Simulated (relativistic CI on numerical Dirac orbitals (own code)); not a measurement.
One change at a time: In¹³⁺

Base calculation: Dirac-Coulomb-Breit CI, KLI orbitals optimised for each configuration, QED by a radiative potential, unscaled Slater integrals.

Configuration list (outside the closed core [Ar] 3d10): 4s²4p⁶, 4s²4p⁵4d, 4s4p⁶4d, 4s²4p⁵4f, 4s4p⁶4f, 4s²4p⁵5s, 4s²4p⁵5p, 4s4p⁶5s, 4s²4p⁵5d, 4s4p⁶5p, 4s²4p⁵5f, 4s²4p⁵6s, 4p⁶4d4f, 4s²4p⁵6p, 4s²4p⁵5g, 4s4p⁶5d, 4s²4p⁵6d, 4s²4p⁵6f, 4s²4p⁵7s, 4s4p⁶5f, 4s²4p⁵7p, 4p⁶4d², 4p⁵4d³, 4p⁵4d²4f, 4p⁵4d²5s, 4p⁵4d²5p, 4p⁶4f², 4p⁵4d4f², 4p⁵4f³, 4p⁵4f²5s, 4p⁵4f²5p, 4p⁶4d5s, 4p⁵4d4f5s, 4p⁵4d5s², 4p⁵4d5s5p. Double excitations out of closed p, d and f shells are left out; levels of such configurations are missing from the list, as are those of other unlisted configurations, and high levels can miss mixing partners. These lack a partner that the ground configuration has and come out too high: 4s²4p⁵5d, 4s²4p⁵5f, 4s²4p⁵6s, 4s²4p⁵6p, 4s²4p⁵5g.

Variants: (1) P86 correlation estimate; (2) non-relativistic limit. Shifts of the energy above 4s²4p⁶ ¹S0, in cm⁻¹, for the lowest level and the first level of each name with at least 55 % of one term (blank where a level changes its place among those of its configuration and J or its character, or is not in the variant):

| Level | Base | Δ(1) | Δ(2) |
| --- | --- | --- | --- |
| 4s²4p⁶ ¹S0 | 0 | 0 | 0 |
| 4s²4p⁵4d ³P°0 | 500418 | +1081 | -5518 |
| 4s²4p⁵4d ³P°1 | 508842 | +1081 | -13942 |
| 4s²4p⁵4d ³P°2 | 525535 | +1082 | -30635 |
| 4s²4p⁵4d ³F°4 | 526367 | +1088 | -17436 |
| 4s²4p⁵4d ³F°3 | 527225 | +1087 | -18295 |
| 4s²4p⁵4d ³D°3 | 560960 | +1082 | -18232 |
| 4s²4p⁵4d ³D°1 | 584269 | +1082 | -41541 |
| 4s²4p⁵4d ¹P°1 | 734700 | +1104 | -39951 |
| 4s4p⁶4d ³D1 | 955556 | +1671 | -85101 |
| 4s4p⁶4d ³D2 | 960621 | +1664 | -90166 |
| 4s4p⁶4d ³D3 | 969411 | +1655 | -98956 |
| 4s4p⁶4d ¹D2 | 1028990 | +1568 | -98666 |
| 4s²4p⁵4f ³G5 | 1155195 | +2610 | -12737 |
| 4s²4p⁵4f ³G4 | 1162482 | +2611 | -20024 |
| 4s²4p⁵5s ³P°2 | 1164671 | +9283 | +29572 |
| 4s²4p⁵4f ³D1 | 1165174 | +2505 | -18043 |
| 4s²4p⁵4f ³D2 | 1169696 | +2520 | -22566 |
| 4s²4p⁵5s ¹P°1 | 1171968 | +9281 |  |
| 4s²4p⁵4f ³F4 | 1181314 | +2613 |  |
| 4s²4p⁵4f ³F2 | 1200103 | +2616 | -27500 |
| 4s²4p⁵5s ³P°0 | 1232892 | +9285 | -38649 |

At this charge energies of transitions that change n are usually good to better than 1 %, and those within a shell (Δn = 0) to a few per cent.

Ionisation energy from the two ground configurations alone: base 341.108 eV; P86 correlation estimate 342.806 eV. The NIST ASD value (theoretical) is 341 eV.

LS names give the leading component of a level, which can be under half, so a name can repeat, a term be missing and a line seem to break the LS rules.
